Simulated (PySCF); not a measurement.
This PySCF input asks for the NMR shieldings of `InChI=1S/C7H9BO2/c9-8(10)5-2-3-1-4-6(3)7(4)5/h2-4,6-7,9-10H,1H2/t3-,4-,6+,7+/m0/s1`; the geometry comes from GFN2-xTB.

```python
import basis_set_exchange as bse
import numpy as np
from pyscf import gto, dft
from pyscf.prop import nmr

atoms = """
O     1.910678   -2.056036    1.419642
B     1.508106   -0.759296    1.573775
O     1.867330   -0.118933    2.707939
C     0.646799    0.000759    0.510407
C     0.013189    1.172746    0.655135
C    -0.813855    1.466236   -0.556601
C    -1.950054    0.401361   -0.528388
C    -1.064995   -0.491483   -1.371403
C     0.378022   -0.482770   -0.873616
C    -0.159047    0.655842   -1.694292
H     1.627652   -2.484985    0.614469
H     2.385033   -0.662432    3.303495
H    -0.024766    1.762950    1.551672
H    -1.102316    2.500042   -0.718701
H    -2.822208    0.732721   -1.087343
H    -2.253429    0.035888    0.453845
H    -1.419298   -1.288856   -2.005745
H     1.037632   -1.208355   -1.330921
H     0.225724    1.020227   -2.630829
"""
names = dict.fromkeys(["O", "B", "C", "H"], "pcSseg-1")
basis = {el: gto.basis.parse(bse.get_basis(n, elements=[el], fmt="nwchem")) for el, n in names.items()}
mol = gto.M(atom=atoms, basis=basis, charge=0, verbose=0)
mf = dft.RKS(mol, xc="PBE0")
mf.grids.level = 2
mf.grids.alignment = dft.numint.BLKSIZE   # the property module wants whole blocks of grid points
mf.conv_tol = 1e-9
mf.kernel()

calc = nmr.RKS(mf)   # GIAO
C = mf.mo_coeff
Co = C[:, mf.mo_occ > 0]
resp = mf.gen_response(singlet=True, hermi=2)
def vind(x):   # induced exchange potential for any number of trial vectors
    d = np.einsum("pi,xij,qj->xpq", C, 2 * x.reshape(-1, C.shape[1], Co.shape[1]), Co, optimize=True)
    return np.einsum("xpq,pi,qj->xij", resp(d - d.transpose(0, 2, 1)), C, Co, optimize=True).ravel()
mo1, _ = nmr.rhf.solve_mo1(calc, with_cphf=vind)
sigma = calc.kernel(mo1)
for i, s in enumerate(sigma):   # ppm
    w = np.linalg.eigvalsh((s + s.T) / 2)
    print("%2d %-2s iso %8.1f  s11 %8.1f  s22 %8.1f  s33 %8.1f" % (i, mol.atom_pure_symbol(i), w.mean(), *w))
```

**Question.** What does it print?

**Answer.** 
```
 0 O  iso    219.0  s11    117.1  s22    263.6  s33    276.2
 1 B  iso     75.4  s11     65.6  s22     67.3  s33     93.2
 2 O  iso    227.5  s11    132.1  s22    267.2  s33    283.3
 3 C  iso     48.5  s11    -51.3  s22     39.7  s33    157.3
 4 C  iso     26.1  s11    -94.3  s22     24.7  s33    148.0
 5 C  iso    140.6  s11    115.2  s22    150.0  s33    156.5
 6 C  iso    156.1  s11    125.2  s22    162.1  s33    181.2
 7 C  iso    168.5  s11    148.1  s22    157.4  s33    200.0
 8 C  iso    153.1  s11    112.1  s22    142.2  s33    205.2
 9 C  iso    140.8  s11     78.1  s22    140.7  s33    203.6
10 H  iso     27.4  s11     20.2  s22     26.4  s33     35.6
11 H  iso     27.8  s11     21.6  s22     23.6  s33     38.1
12 H  iso     24.6  s11     22.5  s22     24.0  s33     27.4
13 H  iso     29.0  s11     24.5  s22     26.9  s33     35.7
14 H  iso     29.1  s11     26.2  s22     27.0  s33     34.2
15 H  iso     31.2  s11     26.0  s22     27.9  s33     39.9
16 H  iso     30.1  s11     23.2  s22     27.4  s33     39.5
17 H  iso     29.9  s11     23.3  s22     28.7  s33     37.6
18 H  iso     28.9  s11     23.4  s22     26.2  s33     37.0
```

These numbers come from an equivalent density-fitted implementation of the same equations, which agrees with the script to about 0.01 ppm for H and up to a few tenths of a ppm for heavy atoms, so last digits may differ.

Size and cost of the density-fitted run: 215 basis functions, 52 s wall time on 1 thread of an Arm Neoverse V1, shared host; peak memory 0.99 GiB.
